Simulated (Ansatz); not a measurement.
CH₇BGeS (`BS[CH2][GeH3]`). Charge 0, multiplicity 1. All single points use the PBE0-D4/def2-TZVP geometry. It is one conformer, not always the lowest.

```xyz
11

B     0.489   -2.126   -0.429
S    -1.032   -1.285   -0.213
C    -0.645    0.166    0.798
Ge    0.053    1.649   -0.287
H     0.442   -3.119   -1.086
H     1.496   -1.722    0.067
H    -1.572    0.472    1.287
H     0.073   -0.110    1.570
H     1.368    1.201   -0.941
H    -0.974    1.999   -1.374
H     0.302    2.877    0.608
```

(1) What is the dipole moment at PBE/def2-TZVPP? (Estimate.)

(2) And with r2SCAN, B3LYP, ωB97M-V? (An estimate is asked.)

(3) Give the Mulliken charges with PBE, r2SCAN, B3LYP in def2-TZVPP. (Best estimate.)

## Answers

(1) Ansatz gave: 1.63 D, with components (-0.15, 1.21, 1.09) D in this frame, pointing from negative to positive charge.

(2) Computed: r2SCAN 1.62 D, B3LYP 1.56 D, ωB97M-V 1.55 D.

(3) Computed: 
```tsv
atom	PBE	r2SCAN	B3LYP
B1	-0.09	-0.07	-0.11
S2	-0.06	-0.07	-0.07
C3	-0.23	-0.17	-0.26
Ge4	0.09	0.11	0.12
H5	0.03	0.01	0.05
H6	0.02	0.00	0.03
H7	0.13	0.10	0.13
H8	0.13	0.10	0.13
H9	0.00	0.00	0.00
H10	0.00	-0.01	0.00
H11	-0.01	-0.02	-0.01
```

B3LYP here is the variant with VWN-RPA as its local correlation; programs differ in this.
